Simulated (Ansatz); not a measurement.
**Cost against result**

Saddle point of GeH$_{5}$ClF$_{2}$, closed shell (GeH₃Cl ([Cl][GeH3]) + HF + HF → GeH₃F ([F][GeH3]) + HCl + HF; bonds formed: Ge1–F7, Cl2–H8, H6–F9; bonds broken: Ge1–Cl2, H6–F7, H8–F9), PBE0-D4/def2-TZVP structure:

Ge1  (-0.779, -0.968, -0.442)
Cl2  (0.819, -0.524, 1.544)
H3  (0.258, -2.029, -0.798)
H4  (-1.769, -1.207, 0.695)
H5  (-1.587, -0.621, -1.712)
H6  (0.530, 1.461, -0.218)
F7  (-0.174, 0.940, -0.798)
H8  (1.326, 1.032, 1.139)
F9  (1.374, 1.916, 0.590)
(Å)

Barriers are electronic and count from the start structure reached by relaxing down the imaginary mode.

Program: Ansatz 0.2.0. Basis: as named in each row. Cores are frozen in the correlated methods. Filled d shells of the heavier atoms are correlated. The def2 sets are not built for correlating such inner shells, so the correlated values are less sure here. B3LYP uses VWN-RPA correlation. Extrapolation: Hartree–Fock as exp(−7.88 √X), correlation as X^−2.97.

Times are rough, for one single point on 8 threads of a shared host (Arm Neoverse V2).

The estimate by CCSD(T) at an estimated basis limit (MP2 extrapolated from triple and quadruple zeta, plus CCSD(T) − MP2 in triple zeta) is 31.99 kcal/mol.

```
      method       basis  time (s)  barrier (kcal/mol)  method less estimate
          HF      STO-3G   under 1               17.37                -14.62
      PBE-D4      STO-3G   under 1              -34.25                -66.24
       SPW92    def2-SVP   under 1                8.11                -23.88
      PBE-D4    def2-SVP   under 1               16.77                -15.22
    B3LYP-D4       6-31G   under 1               12.84                -19.15
     PBE0-D4    def2-SVP   under 1               21.98                -10.01
       SPW92  def2-TZVPP   under 1               14.55                -17.44
     BLYP-D4  def2-TZVPP   under 1               24.70                 -7.29
      PBE-D4  def2-TZVPP         1               23.00                 -8.99
    BHLYP-D4  def2-TZVPP         1               31.43                 -0.56
    B3LYP-D4  def2-TZVPP         1               27.54                 -4.45
     PBE0-D4  def2-TZVPP         2               27.00                 -4.99
CAM-B3LYP-D4  def2-TZVPP         2               27.37                 -4.62
   r2SCAN-D4  def2-TZVPP         2               24.30                 -7.69
  r2SCAN0-D4  def2-TZVPP         2               27.40                 -4.59
  RPA on PBE  def2-TZVPP         2               30.93                 -1.06
     wB97M-V    def2-SVP         2               22.36                 -9.63
      B2PLYP  def2-TZVPP         2               29.47                 -2.52
    PBE-QIDH  def2-TZVPP         2               29.99                 -2.00
     CCSD(T)    def2-SVP         3               30.85                 -1.14
     wB97X-V  def2-TZVPP         3               28.74                 -3.25
      B97M-V  def2-TZVPP         4               28.43                 -3.56
     wB97M-V  def2-TZVPP         4               27.89                 -4.10
         MP2  def2-QZVPP         8               31.07                 -0.92
     CCSD(T)  def2-TZVPP        77               31.71                 -0.28
```

All methods are single points on the PBE0-D4 structures; a negative value means that the method puts the saddle structure below the start.

The T1 diagnostic stays at or below 0.011.

Labels in which every atom is bracketed show which atoms are joined, not bond orders.
